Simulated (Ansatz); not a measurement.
The cluster P2W2. The state is a triplet with charge 0. Geometry PBE-D4/def2-SVP; atoms count from 1.

```xyz
4

W    -0.593    1.041    0.402
W    -0.543   -1.124   -0.196
P     0.241    0.481   -1.723
P     0.895   -0.398    1.516
```

In the def2 sets W takes a core potential; there is no spin–orbit coupling. The structure comes from a short search, and lower isomers may exist.

(1) Estimate the Mulliken populations from the PBE0/def2-TZVP orbitals of Ansatz.

(2) Where does the spin sit?

(3) And the Mayer bond orders between heavy atoms (over 0.3)?

Results:

(1) 
```tsv
atom	charge (e)	spin (α − β)	d electrons
W1	0.32	0.82	4.53
W2	0.32	0.82	4.53
P3	-0.32	0.18	–
P4	-0.32	0.18	–
```
Mulliken values depend strongly on the basis.

(2) Summed by element: W 1.65, P 0.35, of 2 unpaired in all. Largest on single atoms: W1 0.82, W2 0.82, P3 0.18.

(3) W1–W2 2.78 (2.25 Å); W1–P3 1.47 (2.35 Å); W1–P4 1.47 (2.35 Å); W2–P3 1.47 (2.35 Å); W2–P4 1.47 (2.35 Å).
